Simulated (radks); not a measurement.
The numbers below are computed, except where a source is named.
Sn3+, 47 electrons, occupied as [Kr] 4d9.75 5s1 5d0.25 (fractional occupations, a model configuration).

Code: a radial shooting solver on a logarithmic mesh with Libxc functionals. Model: Dirac Kohn-Sham, Wu-Cohen GGA, spin-unpolarised, spherical densities, point nucleus; open shells fill j = l - 1/2 first.

Energy parts (hartree):
total: -6175.97679
kinetic: 6503.35847
electron-nucleus: -14937.92191
Hartree: 2422.13660
exchange-correlation: -163.54994

Orbitals (lengths in bohr, moments of r in powers of bohr; r(90%) holds 90 % of the orbital's charge):
\begin{tabular}{lrrrr}
orbital & occ. & eigenvalue (hartree) & r(90%) & <r^2> \\ \hline
1s1/2 & 2 & -1066.618 & 0.0522 & 0.001143 \\
2s1/2 & 2 & -161.9885 & 0.194 & 0.01852 \\
2p1/2 & 2 & -151.4189 & 0.173 & 0.01376 \\
2p3/2 & 4 & -142.9416 & 0.181 & 0.01506 \\
3s1/2 & 2 & -32.21801 & 0.499 & 0.1317 \\
3p1/2 & 2 & -27.92121 & 0.497 & 0.1266 \\
3p3/2 & 4 & -26.37342 & 0.513 & 0.1351 \\
3d3/2 & 4 & -18.76820 & 0.493 & 0.1161 \\
3d5/2 & 6 & -18.44868 & 0.498 & 0.1186 \\
4s1/2 & 2 & -6.09553 & 1.18 & 0.7557 \\
4p1/2 & 2 & -4.66365 & 1.27 & 0.8507 \\
4p3/2 & 4 & -4.38282 & 1.31 & 0.9094 \\
4d3/2 & 4 & -2.13156 & 1.64 & 1.338 \\
4d5/2 & 5.75 & -2.09186 & 1.66 & 1.370 \\
5s1/2 & 1 & -1.36619 & 3.00 & 4.882 \\
5p1/2 & 0 & -1.04118 & 3.47 & 6.441 \\
5p3/2 & 0 & -1.00705 & 3.57 & 6.827 \\
5d3/2 & 0.25 & -0.59082 & 5.06 & 13.55 \\
5d5/2 & 0 & -0.58712 & 5.10 & 13.74 \\
6s1/2 & 0 & -0.56883 & 6.21 & 21.85 \\
\end{tabular}

The highest occupied level is 5d3/2 at -16.077 eV. The configuration is held as typed, so some empty levels lie below it. Summed over all electrons, <r^2> = 30.71 bohr^2, which gives a Langevin (diamagnetic) susceptibility term of -24.3 x 10^-6 cm^3/mol.

Run on one thread of a shared host, so times are rough (AMD EPYC 7R43 64-Core Processor): 0.15 s of CPU time, 0.15 s wall, 14 iterations on 2546 mesh points.
